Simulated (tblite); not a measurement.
Compound: C5H10F2SSi.
Cartesian coordinates in Å at the GFN2-xTB level; atoms count from 1:
```xyz
19
C5H10F2SSi angstrom
C     -1.912    0.075    1.223
C     -1.583   -0.045   -0.058
C     -2.614   -0.001   -1.148
Si     0.196   -0.253   -0.646
S      0.770    1.370   -1.947
C      1.447   -0.231    0.841
C      2.904   -0.403    0.469
F      1.296    0.947    1.542
F      1.095   -1.203    1.745
H     -2.938    0.209    1.531
H     -1.186    0.042    2.016
H     -2.630   -0.947   -1.686
H     -2.369    0.778   -1.868
H     -3.604    0.190   -0.743
H      0.464   -1.461   -1.418
H      0.891    2.282   -0.993
H      3.525   -0.358    1.362
H      3.037   -1.367   -0.013
H      3.201    0.387   -0.215
```

Computed with GFN2-xTB (tblite): harmonic, unscaled wavenumbers at the GFN2-xTB geometry, gas phase. The method is semi-empirical: single wavenumbers can be off by several per cent or more. Modes of hydrogen on silicon and sulfur can be 10 to 20 % off. One conformer, not necessarily the lowest.

Harmonic wavenumbers (cm⁻¹): 27.5, 41.7, 90.8, 99.8, 110.8, 135.9, 154.1, 173.9, 224.7, 241.4, 246.1, 364.8, 371.0, 402.9, 407.1, 461.0, 507.4, 596.3, 611.9, 633.2, 673.1, 697.2, 732.4, 886.4, 920.3, 921.0, 965.2, 1011.4, 1040.4, 1087.2, 1118.6, 1161.1, 1211.7, 1389.8, 1400.9, 1423.8, 1462.0, 1470.4, 1475.2, 1484.3, 1670.1, 2306.4, 2456.5, 3010.1, 3024.8, 3032.7, 3037.4, 3051.8, 3057.8, 3083.4, 3135.2.

A = 1348, B = 966.1, C = 671.8 MHz; mass 168.024 u (most abundant isotopes); point group C1, symmetry number 1.

Problem. Zero-point energy?

Solution. Half the sum of the wavenumbers: 29650 cm⁻¹ = 84.78 kcal/mol.

Problem. What is S at 350 K and 1 bar for an ideal gas of classical rigid rotors and harmonic oscillators?

Solution. Translation 42.09, rotation 30.76, vibration 50.22: S = 123.1 cal/(mol K).

Problem. And Cp and H(350 K) − H(0)?

Solution. Cp = 51.97 cal/(mol K), of which vibrations give 44.02 (their classical limit is 51 R = 101.3); H(350 K) − H(0) = 11.41 kcal/mol without the zero-point energy, 8.63 from vibrations.

Problem. What must be added to the electronic energy to get the Gibbs energy at 350 K and 1 bar?

Solution. ZPE + [H(350 K) − H(0)] − T·S = 84.78 + 11.41 − 43.07 = 53.12 kcal/mol.

Problem. Which modes carry the vibrational entropy at 350 K?

Solution. 27.5 cm⁻¹: 6.32; 41.7 cm⁻¹: 5.49; 90.8 cm⁻¹: 3.96; 99.8 cm⁻¹: 3.77; 110.8 cm⁻¹: 3.57; 135.9 cm⁻¹: 3.17 cal/(mol K); the other 45 give 23.94 together.

Hindered rotation and anharmonicity are outside this model. Other conformers, if any are populated, would add a mixing term that is left out. The structure is chiral; the term R ln 2 for an equal mix with its mirror image is left out.

On Arm Neoverse V1, one thread, on a shared host, this took 0.95 s. This covers the Hessian and the dipole derivatives.
